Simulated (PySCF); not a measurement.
B3LYP has the VWN-RPA correlation part, as in Gaussian. Excitations are Tamm–Dancoff values on a coarser integration grid. The basis has no diffuse functions, so Rydberg states are missing or too high.

Cartesian coordinates (Å):
```xyz
8

C     -1.7276     0.1264    -0.1889
N     -0.7510    -0.4359     0.3669
Si     0.9374    -0.4351     0.1532
N      1.7781     0.9123     0.2632
H     -1.6454     0.7447    -1.0908
H     -2.7355     0.0152     0.2230
H      1.3549    -1.8443    -0.0013
H      2.7890     0.9167     0.2747
```
Charge 0, multiplicity 1.

Predict the S1–T1 gap (TDA), HOMO–LUMO gap, HOMO, dipole moment and S1 oscillator strength from B3LYP-D3(BJ)/def2-TZVP run with PySCF 2.14.0.


| Quantity | Value |
|---|---|
| S1–T1 gap (TDA) | 0.63 eV |
| HOMO–LUMO gap | 4.90 eV |
| HOMO | -6.86 eV |
| dipole moment | 2.49 D |
| S1 oscillator strength | 0.016 |
